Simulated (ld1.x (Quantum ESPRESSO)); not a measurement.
What the settings do to the RRKJ potential of Ar

Base potential:

```json
{
 "Element": "Ar",
 "Generator": "ld1.x (Quantum ESPRESSO) 7.5",
 "Type": "norm-conserving RRKJ (Kleinman–Bylander form)",
 "Functional": "PW91",
 "Relativity": "scalar-relativistic",
 "Frozen core": "[Ne]",
 "Valence charge": "8",
 "Reference configuration": "3s2 3p4 (charge +2)",
 "Partial waves": "3p (bound): rc 1.25 bohr; 3d channel at -0.15 Ry: rc 1.15 bohr; 3s (bound): rc 1.10 bohr",
 "Local potential": "the s channel",
 "Core correction": "Bessel-smoothed model core inside 1.10 bohr"
}
```

All-electron outer shells of the reference configuration (PW91, scalar-relativistic, ld1.x):

```tsv
shell	level (eV)	outermost node (bohr)	outermost maximum (bohr)
3s	-50.61	0.51	1.14
3p	-35.50	0.48	1.23
```

Cutoffs, loose and tight: the cutoffs (Ry, on a coarse ladder) from which the occupation-weighted sum of valence levels, in a spherical-Bessel basis at the reference potential, stays within 10 and 1 mRy of its value at 400 Ry. They do not see the model core or the augmentation charge, which bear on the density cutoff. Test errors are all-electron minus pseudo excitation energies from the reference, over the configurations 3s2 3p6; 3s2 3p5; 3s2 3p3; 3s2 3p5.5; 3s2 3p2; 3s1 3p6. A dash means not determined; rows that change the core or the reference have their own tests.

| change | outcome | cutoff, loose | cutoff, tight | bound ghosts | largest test error (meV) |
| --- | --- | --- | --- | --- | --- |
| base | generated | 80 Ry | 140 Ry | none | +102 |
| all radii but the core radius scaled by about 0.74 (s 0.82, p 0.92, d 0.86 bohr) | generated | 160 Ry | over 300 Ry | none | +123 |
| all radii but the core radius scaled by about 0.82 (s 0.90, p 1.02, d 0.94 bohr) | generated | 160 Ry | 300 Ry | none | +106 |
| all radii but the core radius scaled by about 0.91 (s 1.00, p 1.14, d 1.04 bohr) | generated | 80 Ry | 160 Ry | none | +99 |
| all radii but the core radius scaled by about 1.17 (s 1.30, p 1.46, d 1.34 bohr) | failed: compute_chi: n is too large | – | – | – | – |
| all radii but the core radius scaled by about 1.25 (s 1.38, p 1.56, d 1.44 bohr) | generated | 60 Ry | 90 Ry | none | +121 |
| all radii but the core radius scaled by about 1.33 (s 1.46, p 1.66, d 1.52 bohr) | generated | 50 Ry | 80 Ry | none | +136 |
| all radii but the core radius scaled by about 1.41 (s 1.54, p 1.76, d 1.62 bohr) | generated | 50 Ry | 70 Ry | none | +150 |

Q: What comes out with this change to the base: all radii but the core radius scaled by about 1.12 (s 1.24, p 1.40, d 1.28 bohr)?

A: outcome: generated; cutoff, loose: 70 Ry; cutoff, tight: 100 Ry; bound ghosts: none; largest test error (meV): +108.

Reading the sweep of the scale of all radii but the core radius (base = 1) (base included, trends over the rows without a ghost): The loose cutoff falls from 160 Ry at 0.74 to 50 Ry at 1.41. A larger radius leaves more room for a smooth pseudo-wave, so fewer plane waves are needed; a smaller one forces it to follow the all-electron wave where it bends sharply. The median size of the test errors (rows with all tests solved) is not monotonic: lowest 20.3 meV at 1, highest 33.7 meV at 1.41. The generation fails at 1.17.
